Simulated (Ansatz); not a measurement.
SnFH3 (SnH₃F), relaxed as a singlet with RKS B3LYP-D4/def2-TZVP in Ansatz, starting from the GFN2-xTB geometry. Force threshold 0.02 eV/Å.

In the def2 sets Sn takes a core potential; there is no spin–orbit coupling.

Start:

| atom | x (Å) | y (Å) | z (Å) |
| --- | --- | --- | --- |
| Sn1 | 0.126 | -0.016 | -0.109 |
| F2 | -1.330 | 0.149 | 1.139 |
| H3 | 0.506 | 1.572 | -0.428 |
| H4 | -0.564 | -0.849 | -1.370 |
| H5 | 1.262 | -0.857 | 0.768 |

| step | energy (eV) | largest force component (eV/Å) | SCF passes |
| --- | --- | --- | --- |
| 1 | -8600.8735 | 0.582 | 23 |
| 2 | -8600.9173 | 0.251 | 29 |
| 3 | -8600.9259 | 0.104 | 28 |
| 4 | -8600.9261 | 0.018 | 30 |

Force components are those of the run's own axes.

End:

```xyz
5

Sn    0.0984   -0.0109   -0.0842
F    -1.3716    0.1520    1.1731
H     0.5326    1.5972   -0.4496
H    -0.5582   -0.8653   -1.4059
H     1.2989   -0.8730    0.7665
```

By distances, no bond broke or formed. The bond that changes most is Sn1–H4, from 1.66 to 1.71 Å (atoms count from 1).

No frequencies were taken in this run, so the end may be a saddle point.

It took 3.3 s on 4 threads of Arm Neoverse V2 on a shared host.
